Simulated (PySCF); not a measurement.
## MnO₃, doublet: data card

These are results of UPBE0/[Mn def2-SVP, O def2-SVP], no relativity, density fitting, PySCF, not measurements.

The structure is a saddle point with 1 imaginary mode.

```
Point group                                                                   : D3h
Bond lengths                                                                  : Mn–O 1.554 Å (×3)
Bond angles                                                                   : O–Mn–O 120.0° (×3)
Zero-point energy (real modes)                                                : 21.2 kJ/mol
Spin squared ⟨S²⟩                                                             : 0.938
Dipole moment                                                                 : 0.00 D
Principal quadrupole moments (Buckingham, traceless) about the centre of mass : -3.51, -3.51, 7.03 D Å
Lowest empty level (α)                                                        : -5.21 eV
Atomisation energy without zero-point energy                                  : 1058 kJ/mol
Rotational constants                                                          : 0.291, 0.291, 0.1455 cm⁻¹
Principal polarisabilities                                                    : 15.6, 37.7, 37.7 bohr³
Highest occupied level (α)                                                    : -9.66 eV
```

Harmonic modes (masses in u: Mn 54.938, O 15.995):
| symmetry | ω (cm⁻¹) | IR (km/mol, summed over degenerate members) | μ (u) | type |
| --- | --- | --- | --- | --- |
| a2'' | 40i | – | 23.89 | bend |
| e' | 360 | 1.6 | 17.82 | bend |
| a1' | 890 | 0.0 | 15.99 | stretch |
| e' | 967 | 141 | 20.72 | stretch |

In D3h the vibrations span a2'' + 2e' + a1'. The a1' mode carries no infrared intensity, as symmetry demands.

Charges (e):
```json
{"atom": "Mn1", "Mulliken": "1.12", "Löwdin": "0.44", "polar tensor": "1.19", "spin (Mulliken)": "1.67", "Mayer order to Mn1": "–"}
{"atom": "O2,3,4", "Mulliken": "-0.37", "Löwdin": "-0.15", "polar tensor": "-0.40", "spin (Mulliken)": "-0.22", "Mayer order to Mn1": "1.77"}
```

Mulliken populations on Mn1: s 6.20, p 12.53, d 5.13, f 0.02.

This need not be the most stable arrangement of these atoms. With open d or f shells other occupations or spin states may lie lower.

The final relaxation and frequency run took of the order of 60 core-seconds on a shared host.
